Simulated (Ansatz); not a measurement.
`CC[SiH](F)[AlH2]` + `CBO` → `CC[SiH](O)F` + `C[BH][AlH2]`  (redistribution)

Program: Ansatz. Geometries: PBE0-D4/def2-TZVP. ΔE: electronic, gas phase. CCSD(T)/CBS is the MP2 limit (def2-TZVPP, def2-QZVPP) plus CCSD(T) − MP2 in def2-TZVPP, frozen cores. DFT in def2-TZVPP. B3LYP here is the variant with VWN-RPA as its local correlation; programs differ in this. Each species was taken in one conformer, which may not be the lowest.

```csv
level,ΔE (kJ/mol),difference from CCSD(T)/CBS
PBE-D4,69.0,15.2
r2SCAN-D4,57.4,3.6
PBE0-D4,63.5,9.7
B3LYP-D4,59.1,5.3
ωB97X-V,56.1,2.3
ωB97M-V,53.2,-0.6
B2PLYP,56.8,3.0
PBE,69.1,15.3
r2SCAN,57.3,3.5
PBE0,63.5,9.7
B3LYP,59.3,5.5
HF/def2-TZVPP,45.6,-8.2
MP2/def2-TZVPP,53.8,0.0
SCS-MP2/def2-TZVPP,52.5,-1.3
CCSD/def2-TZVPP,52.9,-0.9
CCSD(T)/def2-TZVPP,55.4,1.6
HF/def2-QZVPP,44.6,-9.2
MP2/def2-QZVPP,52.5,-1.3
SCS-MP2/def2-QZVPP,51.4,-2.4
HF/CBS(def2),44.5,-9.3
MP2/CBS(def2),52.2,-1.6
CCSD/CBS(def2),51.3,-2.5
CCSD(T)/CBS,53.8,0
```

Largest T1 diagnostic among the species: 0.012.

From PBE to PBE0 (25 % exact exchange), in def2-TZVPP and without D4, ΔE moves by −5.7 kJ/mol. In def2-TZVPP, CCSD(T) changes the Hartree–Fock value by +9.8 kJ/mol (the triples alone add +2.4 kJ/mol) and MP2 by +8.2 kJ/mol.
